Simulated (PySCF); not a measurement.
## Induced dipoles and field energies

Compound: C2H5F3O3Si.
Cartesian coordinates in Å at the GFN2-xTB level; atoms count from 1:
```
atom  x, y, z in Å
O1    -1.5801   -0.7082    1.1460
Si2   -1.8294    0.5864    0.2081
O3    -0.3961    1.0361   -0.4441
C4     0.4703    0.2989   -1.1780
O5     0.9833   -0.8381   -0.4733
C6     1.7943   -0.5861    0.5383
F7     2.2761   -1.7354    1.0049
F8     2.8603    0.1640    0.1906
F9     1.2461    0.0484    1.5781
H10   -2.2457   -1.0872    1.7113
H11   -2.7631    0.2304   -0.8597
H12   -2.1211    1.8040    0.9389
H13    1.3076    0.9400   -1.4857
H14   -0.0029   -0.1537   -2.0575
```

Level: PBE0/def2-SVPD (PySCF); nuclei fixed, core orbitals frozen in the response. Permanent dipole (-3.120, 0.278, -1.077) D (1 au = 2.5417 D). Static polarisability (au):

```
x   68.21 -3.28 -0.24
y   -3.28 59.18 -1.92
z   -0.24 -1.92 61.48
```

Only the terms in μ and α are kept: μ(F) = μ + αF and ΔE = −μ·F − ½ F·αF.

Problem. Apply 0.002 au along ±x, ±y and ±z in turn. Tabulate induced and total dipoles and both energy terms.

Solution. 
| field along | induced x (D) | induced y (D) | induced z (D) | total size (D) | −μ·F (kJ/mol) | −½F·αF (kJ/mol) |
| --- | --- | --- | --- | --- | --- | --- |
| +x | 0.347 | -0.017 | -0.001 | 2.987 | +6.446 | -0.358 |
| −x | -0.347 | 0.017 | 0.001 | 3.642 | -6.446 | -0.358 |
| +y | -0.017 | 0.301 | -0.010 | 3.370 | -0.574 | -0.311 |
| −y | 0.017 | -0.301 | 0.010 | 3.282 | +0.574 | -0.311 |
| +z | -0.001 | -0.010 | 0.313 | 3.225 | +2.225 | -0.323 |
| −z | 0.001 | 0.010 | -0.313 | 3.426 | -2.225 | -0.323 |

Problem. For the field (0.0014, 0.0002, -0.0018) au, what is the induced dipole, and what angle does it make with the field?

Solution. αF = (0.242, 0.027, -0.283) D, at 2.8° to the field. The polarisability along this direction, F·αF/F², is 64.12 au, against a mean of 62.96 au.

Problem. At what field along the permanent dipole would the induced dipole along it equal the permanent one, in this linear picture?

Solution. The polarisability along the dipole is 67.91 au, so F = 1.3032 au / 67.91 au = 0.0192 au = 0.99 V/Å; higher-order terms are ignored.

Problem. What field makes μF equal to kT at 298 K?

Solution. kT = 0.9437 × 10⁻³ Eh, so F = 0.000724 au = 3.72 MV/cm.

Problem. A unit point charge sits 20 Å away. Estimate the induction energy −αe²/2R⁴ with the mean polarisability, treating the molecule as a point.

Solution. R = 37.79 bohr, so the energy is −63.0/(2 × 37.79⁴) Eh = -0.0405 kJ/mol. The charge–dipole term at its most favourable orientation, −μe/R², is -2.4 kJ/mol.

The structure is a single GFN2-xTB conformer in the gas phase; no vibrational or solvent corrections.
